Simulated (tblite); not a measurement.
Compound: C8H14BN.
SMILES with atom numbers: `[CH3:1][CH:2]([CH3:3])[BH2-:4][n+:5]1[cH:6][cH:7][cH:8][cH:9][cH:10]1` (hydrogens: H11, H12, H13 on C1; H14 on C2; H15, H16, H17 on C3; H18, H19 on B4; H20 on C6; H21 on C7; H22 on C8; H23 on C9; H24 on C10)
Bond orders are those of one Lewis drawing.

Computed with GFN2-xTB (tblite), gas phase: L-BFGS steps from a force-field or distance-geometry start until the largest atomic force falls under 0.01 eV/Å.

Step 46: E = -773.4098 eV
```
atom  x, y, z in Å  |  force x, y, z in eV/Å
C1     -2.0712    0.8684    0.4313   -0.027  -0.052  -0.128
C2     -1.7959   -0.2482   -0.5721    0.108  -0.070  -0.141
C3     -1.6505   -1.5641    0.1940   -0.129  -0.026   0.013
B4     -0.5100    0.0657   -1.5867   -0.135   0.005  -0.055
N5      0.6977    0.1883   -0.6504    0.095   0.014  -0.096
C6      1.4536   -0.8737   -0.3820    0.062  -0.035  -0.028
C7      2.5207   -0.8230    0.4882    0.037  -0.026   0.066
C8      2.8146    0.3696    1.1326    0.016   0.062  -0.031
C9      2.0039    1.4636    0.8761   -0.080   0.042  -0.025
C10     0.9659    1.3332   -0.0224    0.003   0.018  -0.094
H11    -1.2254    0.9987    1.1075   -0.038  -0.032   0.072
H12    -2.2420    1.8139   -0.0764   -0.078   0.020  -0.027
H13    -2.9491    0.6275    1.0309   -0.010   0.064   0.032
H14    -2.6558   -0.3339   -1.2464    0.011   0.004   0.118
H15    -1.2338   -2.3580   -0.4221   -0.005   0.062  -0.054
H16    -1.0145   -1.4315    1.0693    0.086  -0.032  -0.034
H17    -2.6235   -1.9058    0.5482   -0.019  -0.003   0.063
H18    -0.3264   -0.8456   -2.3436   -0.031   0.074   0.117
H19    -0.6663    1.1054   -2.1536    0.000  -0.004   0.066
H20     1.1983   -1.7735   -0.9162    0.012  -0.060   0.009
H21     3.1195   -1.7014    0.6549    0.045  -0.073   0.011
H22     3.6646    0.4625    1.7858    0.044  -0.067   0.110
H23     2.1720    2.4142    1.3538    0.063   0.035   0.028
H24     0.3418    2.1674   -0.2930   -0.030   0.080   0.007
```

Step 47: E = -773.4158 eV
```
atom  x, y, z in Å  |  force x, y, z in eV/Å
C1     -2.0694    0.8679    0.4311   -0.019  -0.038  -0.093
C2     -1.7916   -0.2483   -0.5729    0.074  -0.050  -0.083
C3     -1.6453   -1.5624    0.1951   -0.083  -0.062   0.013
B4     -0.5114    0.0653   -1.5901   -0.093   0.006  -0.036
N5      0.6988    0.1888   -0.6560    0.097   0.020  -0.086
C6      1.4547   -0.8729   -0.3859    0.060  -0.032  -0.028
C7      2.5173   -0.8234    0.4902    0.038  -0.027   0.049
C8      2.8067    0.3678    1.1399    0.022   0.045  -0.028
C9      1.9973    1.4619    0.8787   -0.046   0.039  -0.022
C10     0.9653    1.3333   -0.0272    0.014   0.033  -0.078
H11    -1.2240    1.0041    1.1086   -0.052  -0.047   0.042
H12    -2.2461    1.8133   -0.0749   -0.073   0.015  -0.033
H13    -2.9456    0.6233    1.0328    0.003   0.064   0.019
H14    -2.6534   -0.3345   -1.2437   -0.005  -0.005   0.103
H15    -1.2530   -2.3644   -0.4298   -0.022   0.100  -0.013
H16    -0.9859   -1.4352    1.0561    0.045  -0.041  -0.080
H17    -2.6150   -1.8891    0.5728   -0.001  -0.007   0.060
H18    -0.3287   -0.8459   -2.3439   -0.025   0.040   0.084
H19    -0.6681    1.1026   -2.1579   -0.006   0.027   0.053
H20     1.2023   -1.7711   -0.9244    0.015  -0.061   0.017
H21     3.1179   -1.7018    0.6539    0.034  -0.062   0.020
H22     3.6529    0.4576    1.8001    0.011  -0.060   0.085
H23     2.1662    2.4124    1.3568    0.050   0.035   0.028
H24     0.3464    2.1704   -0.3017   -0.037   0.067   0.007
```

Step 48: E = -773.4230 eV
```
atom  x, y, z in Å  |  force x, y, z in eV/Å
C1     -2.0651    0.8692    0.4331    0.009   0.013  -0.004
C2     -1.7728   -0.2465   -0.5707   -0.065  -0.035   0.091
C3     -1.6218   -1.5581    0.1987    0.001  -0.249   0.183
B4     -0.5174    0.0636   -1.6045    0.069   0.028  -0.019
N5      0.7064    0.1929   -0.6827    0.084   0.019  -0.079
C6      1.4625   -0.8684   -0.4064    0.069  -0.017  -0.010
C7      2.5049   -0.8260    0.4966    0.021  -0.003   0.017
C8      2.7689    0.3561    1.1747    0.043   0.009  -0.058
C9      1.9719    1.4536    0.8865    0.022   0.041  -0.006
C10     0.9668    1.3373   -0.0518    0.063   0.052  -0.020
H11    -1.2245    1.0317    1.1157   -0.063  -0.085  -0.063
H12    -2.2684    1.8119   -0.0726   -0.040  -0.054  -0.017
H13    -2.9326    0.6077    1.0443    0.035   0.073  -0.045
H14    -2.6387   -0.3378   -1.2317   -0.087  -0.031   0.054
H15    -1.3483   -2.3926   -0.4656   -0.108   0.350   0.254
H16    -0.8505   -1.4621    0.9851   -0.284  -0.105  -0.342
H17    -2.5726   -1.8153    0.6955    0.362   0.023  -0.126
H18    -0.3423   -0.8499   -2.3504   -0.009  -0.032   0.023
H19    -0.6805    1.0932   -2.1780   -0.014   0.090   0.038
H20     1.2269   -1.7634   -0.9594    0.007  -0.036   0.028
H21     3.1136   -1.7008    0.6526   -0.003  -0.062   0.045
H22     3.5901    0.4347    1.8727   -0.084  -0.046  -0.010
H23     2.1417    2.4013    1.3676    0.016   0.076   0.052
H24     0.3701    2.1874   -0.3417   -0.043  -0.017   0.013
```

Question: Estimate the geometry and energy of step 49. (The exact step hangs on the optimiser's Hessian estimate; all steps are aligned on step 48, rigid shifts and turns removed.)

Answer: E = -773.4313 eV, largest force 0.113 eV/Å
```
atom  x, y, z in Å  |  force x, y, z in eV/Å
C1     -2.0710    0.8683    0.4306    0.011   0.004   0.023
C2     -1.7790   -0.2486   -0.5712   -0.069  -0.002   0.090
C3     -1.6351   -1.5622    0.1970    0.056  -0.010   0.010
B4     -0.5182    0.0647   -1.5967    0.085   0.025  -0.001
N5      0.7072    0.1915   -0.6741    0.060   0.005  -0.058
C6      1.4639   -0.8701   -0.3989    0.042   0.002  -0.025
C7      2.5135   -0.8251    0.4955    0.016  -0.019  -0.006
C8      2.7856    0.3615    1.1613    0.039   0.010  -0.032
C9      1.9838    1.4578    0.8808    0.055   0.044   0.016
C10     0.9696    1.3375   -0.0462    0.040   0.033  -0.037
H11    -1.2339    1.0227    1.1186   -0.051  -0.068  -0.058
H12    -2.2649    1.8117   -0.0763   -0.036  -0.036  -0.024
H13    -2.9435    0.6156    1.0375    0.016   0.051  -0.041
H14    -2.6442   -0.3360   -1.2330   -0.080  -0.033   0.024
H15    -1.3147   -2.3783   -0.4488   -0.031   0.068  -0.029
H16    -0.9092   -1.4607    1.0075    0.009  -0.018  -0.064
H17    -2.5865   -1.8448    0.6441   -0.048  -0.037   0.063
H18    -0.3396   -0.8470   -2.3428   -0.011  -0.034   0.000
H19    -0.6772    1.0983   -2.1645   -0.018   0.075   0.024
H20     1.2227   -1.7681   -0.9445    0.004  -0.031   0.022
H21     3.1210   -1.7013    0.6520   -0.007  -0.040   0.044
H22     3.6144    0.4407    1.8487   -0.060  -0.028   0.014
H23     2.1582    2.4068    1.3589    0.012   0.056   0.041
H24     0.3649    2.1847   -0.3279   -0.035  -0.018   0.002
```

The energy changes by -0.0082 eV. The first-order estimate −F·Δx gives -0.0199 eV and the mean of the old and new forces, exact on a quadratic surface, -0.0089 eV. The step makes an angle of 79° with the force vector and moves no atom by more than 0.063 Å.

What follows is the cost of the whole relaxation. On Arm Neoverse N1, one thread, shared host with 64 logical CPUs at a one-minute load of 51, this took 1.4 s wall.
